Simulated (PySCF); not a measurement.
Input file for PySCF: R-MP2/6-31G* on C2H3N3 (a complex), monomers drawn apart or pushed together.

```python
from pyscf import gto, scf, dft, mp
from pyscf.data.elements import chemcore

mol = gto.M(
    atom='''
    N    -0.14951255    0.12532483   -0.21558440
    N     0.21958874   -0.61510117   -0.92604463
    C    -0.15884103    1.20642825    2.86826539
    C     0.65304691    0.01939415    2.65603208
    N     1.29269200   -0.91907343    2.47931623
    H     0.46156409    2.02660800    3.23013569
    H    -0.62790058    1.50452985    1.93053748
    H    -0.93683729    1.00330032    3.60449309
    ''',
    basis='6-31g*',
    cart=True,
    charge=0, spin=0, verbose=3, max_memory=1800)
mf = scf.RHF(mol)
mf.conv_tol = 1e-8
mf.max_cycle = 100
mf.kernel()
if not mf.converged:
    mf = mf.newton().run(mf.mo_coeff, mf.mo_occ)
pt = mp.MP2(mf, frozen=chemcore(mol)).run()
```

**Question.** Predict the final total energy.

**Answer.** -241.5893 hartree.
